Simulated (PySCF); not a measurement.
# Core-level binding energies of `C=C[SiH2]S`

Compound: C2H6SSi.
Bonds: C1–C2 (double), C2–Si3, Si3–S4. Hydrogens: H5, H6 on C1; H7 on C2; H8, H9 on Si3; H10 on S4.

Level of theory: PySCF, delta-SCF UKS SCAN, pcX-2 on the ionised atom, pcseg-1 elsewhere, spin-free X2C. Vertical ΔSCF values, vacuum level as zero.

Task: Give the core binding energies atom by atom.

Result: 
```
atom(s)                  bonded to     level  binding energy (eV)  2p1/2 (eV)  above the level's lowest (eV)  count
     S4                   H and Si      S 1s              2477.01           –                           0.00      1
    Si3               S, C and 2 H     Si 1s              1846.93           –                           0.00      1
     C1    C (double bond) and 2 H      C 1s               290.72           –                          +0.35      1
     C2  C (double bond), H and Si      C 1s               290.37           –                           0.00      1
    Si3               S, C and 2 H  Si 2p3/2               107.08      107.70                           0.00      1
```

The listed C 1s values span 0.35 eV, from C2 (bonded to C (double bond), H and Si) to C1 (bonded to C (double bond) and 2 H). Summing the Pauling electronegativity differences to the bonded atoms, each weighted by its formal bond order, gives -1.00 for the lowest site and -0.70 for the highest.

Task: Express the binding energy of C 1s of C2 in atomic units and per mole.

Result: 290.37 eV = 10.6709 Eh = 28016 kJ/mol.

Task: Which effective nuclear charge Zeff reproduces each element's mean 1s value in the hydrogen-like formula E = 13.606 eV × Zeff²?

Result: C (Z = 6): mean 290.5 eV, Zeff = 4.62, Z − Zeff = 1.38; Si (Z = 14): mean 1846.9 eV, Zeff = 11.65, Z − Zeff = 2.35; S (Z = 16): mean 2477.0 eV, Zeff = 13.49, Z − Zeff = 2.51. Means run over the listed sites, weighted by atom count.

Not every level is listed. For 2p shells one spin-free hole was relaxed; a mean-field spin–orbit operator and the ground-state splitting of the three 2p orbitals were then diagonalised within the shell. The shell's mean is (2 × 2p3/2 + 2p1/2)/3, and the degeneracies 2j + 1 give areas of 2:1. 2p1/2 minus 2p3/2 (ligand field included): Si 0.62 eV. One conformer (not necessarily the lowest) at the PBE0-D3(BJ)/def2-SVP geometry, without solvent, vibrations or thermal averaging.

Hardware: one thread, Arm Neoverse V1, on a shared host. Cost: 32 s of wall time.

Conformer computed: `[CH2:1]=[CH:2][SiH2:3][SH:4]`: C1–C2–Si3–S4 121°, H–S4–Si3–C2 -60°.
